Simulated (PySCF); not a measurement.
C9H5N3S2, SMILES n1c2c(-c3nccs3)cccc2ns1.

Geometry optimised at B3LYP-D3(BJ)/def2-SVP. This is a generated structure with no PubChem entry under its InChIKey; it may be hypothetical. One conformer was computed; it need not be the lowest.

Two levels are set side by side: PBE/def2-SVP (PySCF) and ωB97X/def2-SVP (PySCF). Same geometry, gas phase. Differences are taken from unrounded values.

```csv
quantity,ωB97X
orbital gap (eV),7.55
highest occupied level (eV),-8.48
lowest empty level (eV),-0.93
dipole moment (D),0.36
mean polarisability (bohr³),144.9
```

### Question
What does PBE give, and how far is it from ωB97X? (Estimate from the structure and the level; the computed values follow.)

### Answer

| quantity | PBE | PBE minus ωB97X |
|---|---|---|
| orbital gap (eV) | 2.20 | -5.34 |
| highest occupied level (eV) | -5.55 | 2.93 |
| lowest empty level (eV) | -3.35 | -2.41 |
| dipole moment (D) | 0.43 | 0.08 |
| mean polarisability (bohr³) | 155.7 | 10.8 |

Without exact exchange PBE keeps part of each electron's self-repulsion, which lifts occupied levels and narrows the gap. PBE's more diffuse valence density responds more strongly to a field. Differences between two approximate levels are no errors against the true value.

Rough cost on one machine, each run with all the roots and properties that it gave: ωB97X against PBE within a factor of 2.
